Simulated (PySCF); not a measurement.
Molecule: `C(OCC(OC)=O)(C)=O`, C5H8O4.

Geometry (Å), atoms numbered from 1 in this order:
```xyz
17

C     3.0725    0.8799   -0.0950
O     2.2063   -0.2169    0.1816
C     0.9620   -0.1083   -0.2766
O     0.5413    0.8124   -0.9180
C     0.1425   -1.3411    0.1030
O    -1.2384   -1.0683   -0.0196
C    -1.7060   -0.1032    0.7966
C    -3.1417    0.2076    0.4912
O    -1.0345    0.4141    1.6470
H     3.0733    1.1024   -1.1637
H     2.7389    1.7646    0.4497
H     4.0612    0.5760    0.2382
H     0.3588   -2.1570   -0.5891
H     0.3981   -1.6350    1.1263
H    -3.1624    0.9369   -0.3169
H    -3.6210    0.6369    1.3657
H    -3.6579   -0.6891    0.1628
```

Frames of a GFN2-xTB Langevin trajectory at 400 K; GIAO PBE0/pcSseg-1 shieldings in PySCF, gas phase, non-relativistic; equivalent atoms averaged within each frame.

References, each an isolated molecule treated in the same way: TMS for ¹³C (σref 186.93) and ¹H (σref 31.72); ¹⁷O (σref 336.08) against H2O. The references are static minima.

How do the shifts (ppm) fluctuate along the trajectory?

Answers


| time (fs) | C7 | C3 | C5 | C1 | C8 | O9 | O4 | O6 | O2 | H10/H11/H12 |
| --- | --- | --- | --- | --- | --- | --- | --- | --- | --- | --- |
| optimised geometry | 177.3 | 176.1 | 65.9 | 54.2 | 22.9 | 451.8 | 431.0 | 205.0 | 182.6 | 3.95 |
| 250 | 183.9 | 170.7 | 64.2 | 55.3 | 21.0 | 484.4 | 419.2 | 215.5 | 196.8 | 4.00 |
| 425 | 177.9 | 173.0 | 76.4 | 52.6 | 24.7 | 455.7 | 410.3 | 225.0 | 194.6 | 4.08 |
| 625 | 166.8 | 181.9 | 72.9 | 48.4 | 21.3 | 430.8 | 462.7 | 195.6 | 204.2 | 3.72 |
| 800 | 188.2 | 176.8 | 65.8 | 62.0 | 24.5 | 480.8 | 418.6 | 244.5 | 205.2 | 4.82 |
| 1000 | 180.2 | 180.5 | 75.3 | 57.5 | 23.3 | 492.7 | 440.2 | 211.3 | 206.2 | 4.08 |
| mean of frames | 179.4 | 176.6 | 70.9 | 55.2 | 23.0 | 468.9 | 430.2 | 218.4 | 201.4 | 4.14 |
| standard deviation | 8.1 | 4.8 | 5.6 | 5.1 | 1.7 | 25.4 | 21.3 | 18.0 | 5.3 | 0.41 |

5 frames give an uncertainty of the mean of about the standard deviation over 2.2 at best, since frames this close in time may not be independent; classical motion lacks zero-point vibration, and the reference would need the same averaging.
